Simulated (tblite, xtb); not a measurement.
CClF3, triplet, at the geometry of the source list (a higher spin typed on purpose: for a closed-shell molecule this is an excited state). Base run: GFN1-xTB (xtb).

Geometry (Å):
```xyz
5

F     -0.5761    -0.6350    -1.0437
C     -0.0744    -0.0018     0.0035
F     -0.5713     1.2237     0.0231
F     -0.4754    -0.6284     1.0970
Cl     1.6972     0.0415    -0.0800
```
Charge 0, spin multiplicity 3.
All else is at xtb's defaults.
Base energy -21.53778 Eh.

Programs used: tblite, xtb; a row that names a program was run with it.

The base run was repeated with changes; each row names its change, and settings that it needs were set with it.

| change | ΔE vs base (kcal/mol) | dipole (D) | SCF cycles |
|---|---|---|---|
| base | 0.000 | 1.59 | 9 |
| program = tblite; method = gfn1; option = (--alpb, water) | 0.74 | - | - |
| acc = 0.0001 | 0.000 | 1.59 | 12 |
| acc = 0.1 | 0.000 | 1.59 | 9 |
| program = tblite; method = gfn1; option = (--guess, eeq) | 0.000 | - | - |
| program = tblite; method = gfn1 | 0.000 | - | - |
| program = tblite; method = gfn1; option = --spin-polarized | -12.63 | - | - |

ALPB and GBSA are two models with their own fitted parameters for each solvent, which aren't always the measured dielectric constant.
